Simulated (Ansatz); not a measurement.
## What each rung costs, and what it gives

Saddle point of SiH$_{5}$BrO, closed shell (SiH₄O ([OH][SiH3]) + HBr → SiH₃Br ([SiH3][Br]) + H₂O; bonds formed: Si1–Br7, O2–H6; bonds broken: Si1–O2, H6–Br7), PBE0-D4/def2-TZVP structure:

Si1  (-0.269, -0.150, -0.699)
O2  (0.424, -0.328, 1.092)
H3  (-1.002, -1.413, -0.315)
H4  (0.766, -0.604, -1.645)
H5  (-1.397, 0.635, -1.255)
H6  (0.752, 0.561, 1.360)
Br7  (0.876, 2.049, -0.283)
H8  (-0.149, -0.751, 1.745)
(Å)

Barriers are electronic and count from the start structure reached by relaxing down the imaginary mode.

Computed with Ansatz 0.2.0 (basis: as named in each row); correlated methods freeze the cores. Filled d shells of the heavier atoms are correlated. The def2 sets are not built for correlating such inner shells, so the correlated values are less sure here. B3LYP uses VWN-RPA correlation. Extrapolation: Hartree–Fock as exp(−7.88 √X), correlation as X^−2.97.

Times are rough, for one single point on 4 threads of a shared host (Arm Neoverse V1).

The estimate by CCSD(T) at an estimated basis limit (MP2 extrapolated from triple and quadruple zeta, plus CCSD(T) − MP2 in triple zeta) is 19.94 kcal/mol.

```json
{"method": "HF", "basis": "STO-3G", "time (s)": "under 1", "barrier (kcal/mol)": "23.33", "method less estimate": "3.38"}
{"method": "PBE-D4", "basis": "STO-3G", "time (s)": "under 1", "barrier (kcal/mol)": "9.32", "method less estimate": "-10.63"}
{"method": "SPW92", "basis": "def2-SVP", "time (s)": "under 1", "barrier (kcal/mol)": "10.39", "method less estimate": "-9.56"}
{"method": "PBE-D4", "basis": "def2-SVP", "time (s)": "under 1", "barrier (kcal/mol)": "15.17", "method less estimate": "-4.77"}
{"method": "B3LYP-D4", "basis": "6-31G", "time (s)": "under 1", "barrier (kcal/mol)": "13.30", "method less estimate": "-6.64"}
{"method": "SPW92", "basis": "def2-TZVPP", "time (s)": "under 1", "barrier (kcal/mol)": "11.52", "method less estimate": "-8.42"}
{"method": "PBE0-D4", "basis": "def2-SVP", "time (s)": "under 1", "barrier (kcal/mol)": "16.32", "method less estimate": "-3.62"}
{"method": "PBE-D4", "basis": "def2-TZVPP", "time (s)": "1", "barrier (kcal/mol)": "15.82", "method less estimate": "-4.12"}
{"method": "BLYP-D4", "basis": "def2-TZVPP", "time (s)": "1", "barrier (kcal/mol)": "20.33", "method less estimate": "0.39"}
{"method": "B3LYP-D4", "basis": "def2-TZVPP", "time (s)": "2", "barrier (kcal/mol)": "20.81", "method less estimate": "0.86"}
{"method": "BHLYP-D4", "basis": "def2-TZVPP", "time (s)": "2", "barrier (kcal/mol)": "21.82", "method less estimate": "1.88"}
{"method": "PBE0-D4", "basis": "def2-TZVPP", "time (s)": "2", "barrier (kcal/mol)": "16.91", "method less estimate": "-3.04"}
{"method": "CAM-B3LYP-D4", "basis": "def2-TZVPP", "time (s)": "2", "barrier (kcal/mol)": "21.78", "method less estimate": "1.84"}
{"method": "CCSD(T)", "basis": "def2-SVP", "time (s)": "2", "barrier (kcal/mol)": "23.27", "method less estimate": "3.32"}
{"method": "RPA on PBE", "basis": "def2-TZVPP", "time (s)": "3", "barrier (kcal/mol)": "23.19", "method less estimate": "3.25"}
{"method": "r2SCAN-D4", "basis": "def2-TZVPP", "time (s)": "3", "barrier (kcal/mol)": "17.77", "method less estimate": "-2.17"}
{"method": "B2PLYP", "basis": "def2-TZVPP", "time (s)": "3", "barrier (kcal/mol)": "21.94", "method less estimate": "2.00"}
{"method": "PBE-QIDH", "basis": "def2-TZVPP", "time (s)": "3", "barrier (kcal/mol)": "18.75", "method less estimate": "-1.19"}
{"method": "wB97M-V", "basis": "def2-SVP", "time (s)": "4", "barrier (kcal/mol)": "17.27", "method less estimate": "-2.67"}
{"method": "r2SCAN0-D4", "basis": "def2-TZVPP", "time (s)": "4", "barrier (kcal/mol)": "18.06", "method less estimate": "-1.89"}
{"method": "wB97X-V", "basis": "def2-TZVPP", "time (s)": "5", "barrier (kcal/mol)": "19.92", "method less estimate": "-0.02"}
{"method": "B97M-V", "basis": "def2-TZVPP", "time (s)": "6", "barrier (kcal/mol)": "19.93", "method less estimate": "-0.01"}
{"method": "wB97M-V", "basis": "def2-TZVPP", "time (s)": "6", "barrier (kcal/mol)": "18.21", "method less estimate": "-1.73"}
{"method": "MP2", "basis": "def2-QZVPP", "time (s)": "12", "barrier (kcal/mol)": "19.81", "method less estimate": "-0.13"}
{"method": "CCSD(T)", "basis": "def2-TZVPP", "time (s)": "50", "barrier (kcal/mol)": "21.78", "method less estimate": "1.83"}
```

All methods are single points on the PBE0-D4 structures.

T1 diagnostic: at most 0.009.

Labels in which every atom is bracketed show which atoms are joined, not bond orders.
